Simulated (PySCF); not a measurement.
## Cd: ionisation energy

Cd [Kr] 4d10 5s2 (1S) → Cd⁺ [Kr] 4d10 5s1 (2S), as a difference of total energies. Computed with PySCF 2.14 in aug-cc-pwCVTZ-PP with ECP28MDF (8s8p7d4f3g, 122 functions), with scalar relativity through the core potential. Correlated levels: valence: 4s2 4p6 frozen; valence and next inner shell: nothing frozen outside the core potential. The calculations carry no spin-orbit coupling.

Order these methods by the ionisation energy they give, lowest first.
A. B3LYP
B. PBE0
C. MP2 (valence and next inner shell)
D. r2SCAN

B (8.809 eV), D (8.937 eV), C (8.993 eV), A (9.127 eV).

Errors of the correlated levels include the incompleteness of this basis and the frozen core.

For comparison: 8.994 eV (measured; NIST Atomic Spectra Database, ionization energies).
